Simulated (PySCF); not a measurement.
Do core-level shifts follow atomic charges?

Compound: C₆H₁₁B.
SMILES with atom numbers: `[CH2:1]=[CH:2]/[CH:3]=[CH:4]/[B:5]([CH3:6])[CH3:7]`

Binding energies: PySCF 2.14.0, delta-SCF UKS SCAN, pcX-2 on the ionised atom, pcseg-1 elsewhere, spin-free X2C. Charges: PBE0/pcSseg-1 ground-state density, for the ionised atom.

| atom | environment | C 1s (eV) | Mulliken (e) | IAO (e) | Hirshfeld (e) | ESP (e) |
| --- | --- | --- | --- | --- | --- | --- |
| C4 | alkene CH carbon | 289.30 | -0.319 | -0.275 | -0.122 | -0.609 |
| C6 | sp3 carbon bound to boron | 289.61 | -0.530 | -0.564 | -0.195 | -0.766 |
| C1 | terminal =CH2 carbon | 290.06 | -0.151 | -0.287 | -0.081 | -0.461 |
| C3 | alkene CH carbon | 290.54 | -0.118 | -0.075 | -0.018 | +0.007 |
| C2 | alkene CH carbon | 290.68 | -0.172 | -0.134 | -0.043 | -0.048 |

Q: Give the correlation coefficient and slope of binding energy on charge for each scheme.

A: ESP: r = 0.92, slope 1.6 eV per e; Hirshfeld: r = 0.82, slope 7.0 eV per e; Mulliken: r = 0.72, slope 2.5 eV per e; IAO: r = 0.70, slope 2.2 eV per e. ESP charges have the highest r, on only 5 points.

Q: The point-charge model writes a binding energy as kq + V + constant, with V the potential of the other atoms' charges at the site. What does it give with the Mulliken charges?

A: V = Σ 14.40 eV Å × q/r over all other atoms: +2.89 eV at C4, +7.05 eV at C6, +1.83 eV at C1, -0.75 eV at C3, +0.53 eV at C2. Fitting binding energy − V to q gives k = 19.3 eV per e and leaves an rms residual of 0.86 eV, against 0.37 eV for the fit on q alone. The model has no term for differences in relaxation between sites.

The unrestricted hole states depart most from a pure doublet (⟨S²⟩ = 0.75; over 0.85 named) for C 1s of C3 (0.93) and C 1s of C2 (0.93), which makes these values less certain. Geometry: PBE0-D3(BJ)/def2-SVP, one conformer, isolated molecule.

Shape of the structure used: `[CH2:1]=[CH:2]/[CH:3]=[CH:4]/[B:5]([CH3:6])[CH3:7]`: C1–C2–C3–C4 180°, C3–C4–B5–C6 -176°.
